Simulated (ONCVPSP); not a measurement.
# Ranking ONCV potentials for Mn

All share these settings but for the change named:

manganese (Mn), optimised norm-conserving Vanderbilt (ONCV), made with ONCVPSP 4.0.1 (PBE, fully relativistic). Core [Ne], reference 3s2 3p6 3d5 4s1.5 4p0.5. Waves: 3s+4s: rc 1.35 bohr, ncon 4, nbas 8, qcut 8.8 1/bohr, 2 projectors; 3p+4p: rc 1.75 bohr, ncon 5, nbas 8, qcut 6.8 1/bohr, 2 projectors; 3d: rc 0.95 bohr, ncon 5, nbas 8, qcut 11.6 1/bohr, 2 projectors, debl 3.1 Ha. Local part: polynomial inside 0.80 bohr (lpopt 5, dvloc0 2 Ha). Core correction: Teter function, fcfact 2, rcfact 1.45.

Open shells are filled in proportion to 2j + 1.

Test errors are all-electron minus pseudo excitation energies from the reference, over 3s2 3p6 3d5 4s2 4p0; 3s2 3p6 3d5 4s1 4p0; 3s2 3p6 3d5 4s0 4p0; 3s2 3p5 3d5 4s2 4p0. None of these files shows a bound ghost.

The base gives 77.0 meV.

Of 7 variants that were run, those that failed, showed a ghost or another fault, or gave nearly equal values are left out.

(1) Rank these variants by their largest absolute test error, smallest first.
A. p: qcut 8.2
B. p: qcut 6.4
C. p: qcut 7.1
D. p: qcut 10.3
E. p: qcut 9.2

Answers

(1) D (31.6 meV), E (36.5 meV), A (45.7 meV), C (68.0 meV), B (90.3 meV).
